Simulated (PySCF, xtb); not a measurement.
(1E)-2-chloro-1-iodobuta-1,3-diene (C₄H₄ClI), SMILES C=C/C(Cl)=C\I.

GFN2-xTB run with xtb at its own geometry gives an orbital gap of 3.12 eV and a dipole moment of 2.12 D.

Coordinates come from a PBE0-D3(BJ)/def2-SVP optimisation. The def2 effective core potentials stand for the cores of I; spin–orbit coupling is left out. Other conformers were not sampled.

What does PBE/def2-TZVP run with PySCF give? (Estimate from the structure and the level; the computed values follow.)

gap 3.29 eV (levels -5.79 and -2.50 eV), dipole 0.66 D.
